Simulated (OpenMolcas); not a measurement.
# P: effect of the level shift or regulariser

```json
{
  "Program": "OpenMolcas",
  "Basis": "ANO-RCC [8s7p5d4f2g]",
  "Scalar Hamiltonian": "DKH2, point nucleus",
  "Active space": "3 electrons in 9 orbitals (RAS2 3p; RAS3 3d 4s, at most 1 electron)",
  "State averaging": "2S+1 = 4 odd, 1 root; 2S+1 = 2 odd, 8 roots; 2S+1 = 4 even, 18 roots; 2S+1 = 2 even, 18 roots",
  "Spin-orbit coupling": "RASSI with atomic mean-field integrals over the reference wave functions, term energies averaged over their components"
}
```

Methods on the same reference wave functions:
A. RASSCF
B. MS-RASPT2, IPEA 0.25 Eh, imaginary shift 0.1 Eh (closed shells correlated: 2s 2p 3s)
C. MS-RASPT2, IPEA 0.25 Eh, imaginary shift 0.3 Eh (closed shells correlated: 2s 2p 3s)

Energies in cm⁻¹ above 3s² 3p³ ⁴S°_3/2, the measured ground level; measured values from NIST Handbook of Basic Atomic Spectroscopic Data.

| Level | A | B | C | Measured |
| --- | --- | --- | --- | --- |
| 3s² 3p³ ⁴S°_3/2 | 0.0 | 0.0 | 0.0 | 0.0 |
| 3s² 3p³ ²D°_3/2 | 15348 | 11570 | 11600 | 11361 |
| 3s² 3p³ ²D°_5/2 | 15354 | 11580 | 11600 | 11377 |
| 3s² 3p³ ²P°_1/2 | 25375 | 22400 | 22430 | 18723 |
| 3s² 3p³ ²P°_3/2 | 25383 | 22410 | 22440 | 18748 |
| 3s² 3p² 4s ⁴P_1/2 | 57371 | 55530 | 55570 | 55939 |
| 3s² 3p² 4s ⁴P_3/2 | 57501 | 55660 | 55700 | 56091 |
| 3s² 3p² 4s ⁴P_5/2 | 57721 | 55880 | 55920 | 56340 |
| 3s² 3p² 4s ²P_1/2 | 60647 | 57620 | 57710 | 57877 |
| 3s² 3p² 4s ²P_3/2 | 60900 | 57880 | 57960 | 58174 |

Deviations, from unrounded energies. A percentage is the sum of absolute deviations over the sum of measured energies, with the sign that they share, or ± where signs differ.

| Against measurement | Levels | A | B | C |
| --- | --- | --- | --- | --- |
| mean absolute deviation (cm-1) | 9 | 3400 | 1100 | 1000 |
| other terms of the ground configuration (%) | 4 | +35.3 | +12.9 | +13.0 |
| other configurations (%) | 5 | +3.4 | -0.7 | -0.6 |

B, C lie about equally close to measurement and A furthest from it. The largest miss of C in the table is 3s² 3p³ ²P°_1/2, by +3700 cm-1. The ranking rests on the paired levels alone, and a cruder setting can come out closer through cancelling errors.

Between B and C the level of the table that moves most is 3s² 3p² 4s ²P_1/2, by 87 cm-1 (lowest in B, highest in C). Moves below CASPT2's spread within the term are not significant.

The mean deviations of B to C differ by less than CASPT2's widest spread within a term (580 cm-1), so their order carries little weight.

From A to B the spin-free energies of the other terms of 3s² 3p³ shown, above ⁴S°, scale by factors of 0.75 to 0.88.

The lowest spin-free term lies below A's lowest term by 0.242 hartree in B, 0.242 hartree in C.

Term energies are means over components that CASPT2 splits; among the terms shown or strongly mixed into the levels shown the widest spread is 580 cm-1 (3s² 3p³ ²D°, B). Over all roots computed the reference weight is 0.89 to 0.96 in B; the roots of lowest weight are the least certain, and an intruder state may touch them. ANO sets are built for valence states and can reach diffuse excited orbitals poorly, and with the s shell closed the s pⁿ⁺¹ terms that mix with these levels are absent. With the s shell closed, the reference lacks s² → p² mixing. Without dynamic correlation excited terms often stand tens of per cent too high (terms of higher spin than the ground term too low), and those without a measured partner can miss by more than the paired ones (holds for A). Some terms miss by over 15 % even with CASPT2, which points to a basis or an active space too small for the shells correlated (holds for B; C). Computed and measured levels are paired by configuration, term and J; levels that our copy of the source lacks, or whose pairing is in doubt (as where it misses far off the trend of its configuration), stay unpaired and out of the deviations. Levels of configurations outside the active space are missing. Levels that lie high or do not pair safely by name in every column are left out.

° marks odd parity.
